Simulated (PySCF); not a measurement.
# Structure from NMR data

The spectra below were simulated for a compound CH12N2Si4.

$^{1}$H NMR (400 MHz, computed): δ 5.99 (m, 1H), 4.31 (m, 1H), 4.25 (m, 1H), 3.47 (s, 3H), 0.73 (m, 1H), 0.65 (br s, 2H), 0.60 (m, 1H), 0.10 (br s, 2H).

$^{13}$C{$^{1}$H} NMR (computed): δ 23.1 (CH2).

Averaged over atoms made equivalent by symmetry, fast rotation or ring inversion, non-relativistic, no solvent, one computed conformer. Coordinates at the GFN2-xTB level; PBE0/pcSseg-1 with gauge-including orbitals; PySCF.

Chemical shifts δ = σref − σ; $^{1}$H, $^{13}$C vs TMS, all at this level.

Task: Which of these isomers gave the spectra?
A. C[Si@@]1(N)[SiH2][SiH2][Si@H]1N
B. N[Si@@H]1C[Si@@](N)([SiH3])[SiH2]1
C. [SiH3]N[Si@@H]1[SiH2]CN1[SiH3]
D. [SiH3]N([SiH3])[Si@H]1NC[SiH2]1
E. N[Si@@H]1C[Si@](N)([SiH3])[SiH2]1

Result: B. 

The formula gives 1 degree of unsaturation (1 ring in the answer). Carbon types of the structure: 1 × CH2, leaving 10 H on heteroatoms. δC 23.1: sp3 CH2 bonded to 2 Si. δH 5.99: hydrogen on a silicon bonded to C, N, Si, in a 4-membered ring. δH 4.31, 4.25: hydrogen on a silicon bonded to 2 Si, in a 4-membered ring. δH 0.73, 0.60: hydrogen on an sp3 CH2 bonded to 2 Si; an electropositive neighbour shields it, as in TMS itself. δH 0.65, 0.10: hydrogen on a nitrogen bonded to Si; exchangeable, gas-phase position.

The others: [SiH3]N([SiH3])[Si@H]1NC[SiH2]1 has carbons computed at 32.2; [SiH3]N[Si@@H]1[SiH2]CN1[SiH3] would give 7 signals for carbon-bound and other non-exchanging H, not 6; C[Si@@]1(N)[SiH2][SiH2][Si@H]1N has carbons computed at -0.3, with a different DEPT pattern; N[Si@@H]1C[Si@](N)([SiH3])[SiH2]1 has carbons computed at 28.3.

Exchangeable OH/NH protons stand at their gas-phase positions; hydrogen bonding in a real sample shifts them, mostly to higher δ. Shifts are as computed. Against solution values, carbons near 30 ppm lie about +3 ppm off and those near 130 ppm about +5 ppm. Of 1211 compounds with measured shifts, 218 miss one by over three times the rms of a fit or turn the order of signals round; such compounds aren't used in these exercises. No couplings were computed; multiplicities are counted from neighbouring protons, with m where these are inequivalent, close in shift, in a saturated or five-membered ring or joined by F or P, and br s for small geminal =CH2 splittings.
